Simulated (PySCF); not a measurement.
BClH$_{4}$NSi (calculated)

All values are calculated (PySCF 2.14.0). Calculation on a computer-drawn molecule: the log of a Hartree-Fock and frozen-core CCSD(T) single point meant for a local Hartree-Fock minimum, with one planted fault or none, to be diagnosed. Offsets are logged minus clean, where the clean run is the same molecule without the fault. The reference is restricted for singlets and unrestricted otherwise, and also for a bond in bohr or an excited solution. Adding or removing an electron swaps singlet and doublet. The excited solution moves the top pair (singlet) or top alpha electron (doublet) to the lowest empty orbital. Highest occupied and lowest empty are orbital energies over both spins, largest force is the largest gradient component, triples share is (T) over the correlation energy, the T1 limit is 0.02 restricted and 0.045 unrestricted, electrons count all cores, a negative frequency is imaginary (commonest isotopes), and the dipole is about the centre of nuclear charge.

```yaml
- formula: BClH4NSi
  logged_structure:
    atoms_angstrom:
      - [B, -0.086, -0.0512, 1.0823]
      - ["N", -0.2956, -1.0973, 0.0217]
      - [Si, 0.4154, -1.1104, -1.6992]
      - [Cl, 2.0697, -2.5908, -1.8696]
      - [H, 0.6198, 1.0128, 0.9177]
      - [H, -0.8996, -1.9472, 0.3026]
      - [H, 1.0014, 0.3148, -2.0183]
      - [H, -0.685, -1.5701, -2.7335]
  given:
    meant_charge: 0
    meant_multiplicity: 2
    meant_basis: "cc-pV(D+d)Z"
    logged_electrons: 47
    logged_basis_functions: 94
    logged_SCF_converged: "yes"
    logged_spin_squared: 0.7554
    "logged_highest_occupied [eV]": -9.4145
    "logged_lowest_empty [eV]": 2.5276
    "logged_largest_force [hartree/bohr]": 0.049438
    logged_T1_diagnostic: 0.015331
    logged_D1_diagnostic: 0.056637
    logged_triples_share: 0.029012
    logged_CC_converged: "yes"
    "logged_dipole_magnitude [debye]": 2.1368
    logged_SCF_stable_within_its_kind: "yes"
    "logged_energy_HF [hartree]": -829.92716
    "logged_energy_CCSD(T) [hartree]": -830.46151
    possible_faults: "no fault, one electron removed, one electron added, multiplicity raised by two, geometry at a saddle point, SCF held on an excited solution, minimal basis STO-3G, one bond length entered in bohr, all coordinates scaled"
    drawn_bonds_atom: [1, 2, 3, 1, 2, 3, 3]
    drawn_bonds_other_atom: [2, 3, 4, 5, 6, 7, 8]
    drawn_bonds_order: [1, 1, 1, 1, 1, 1, 1]
  results: {}
```

**Q.** Which fault was planted in the run of BClH$_{4}$NSi?
**A.** all coordinates scaled, by +7.4 %

Further results for BClH$_{4}$NSi:

```
HF energy offset from clean run      : 23.64 kcal/mol
CCSD(T) energy offset from clean run : 16.97 kcal/mol
```
